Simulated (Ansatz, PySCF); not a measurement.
Reaction 4 R1 + R2 → 2 P1 + 2 P2, each structure at its B3LYP-D3(BJ)/def2-TZVP stationary point, reached from a drawn start (curvature not checked).
R1, HCl (SMILES Cl) (charge 0, multiplicity 1):
```xyz
2

Cl     0.641     0.000     0.000
H     -0.641     0.000     0.000
```
P1: Cl2 (SMILES ClCl), charge 0, multiplicity 1.
R2: O2 (SMILES O=O), charge 0, multiplicity 3.
P2, H2O (SMILES O) (charge 0, multiplicity 1):
```xyz
3

O      0.00715     0.38956     0.00000
H     -0.76840    -0.18080     0.00000
H      0.76125    -0.20886     0.00000
```

P less R. No zero-point or thermal terms; singlets are restricted closed shells; open shells are unrestricted; no spin–orbit coupling.

Cores are frozen in the correlated methods.

Codes used: Ansatz (Gaussian basis) for Hartree–Fock, density functionals and correlated methods; PySCF for the D3/D4 terms. No computed number here is a measurement.

PBE/def2-TZVPP gives -117.1 kJ/mol for the reaction energy.

Predict the shift from PBE, with its sign, for: PBE-D3(BJ)/def2-TZVPP, r2SCAN/def2-TZVPP, B3LYP/def2-TZVPP, wB97M-V/def2-TZVPP, B2PLYP/def2-TZVPP, MP2/cc-pV(Q+d)Z, CCSD(T)/cc-pV(Q+d)Z.

PBE-D3(BJ)/def2-TZVPP -3.2; r2SCAN/def2-TZVPP 25.3; B3LYP/def2-TZVPP 5.1; wB97M-V/def2-TZVPP -10.5; B2PLYP/def2-TZVPP 8.8; MP2/cc-pV(Q+d)Z -25.1; CCSD(T)/cc-pV(Q+d)Z -11.1 kJ/mol. 3 of 7 lie above PBE; the widest gap is to r2SCAN/def2-TZVPP.

Ansatz is a first-principles code.
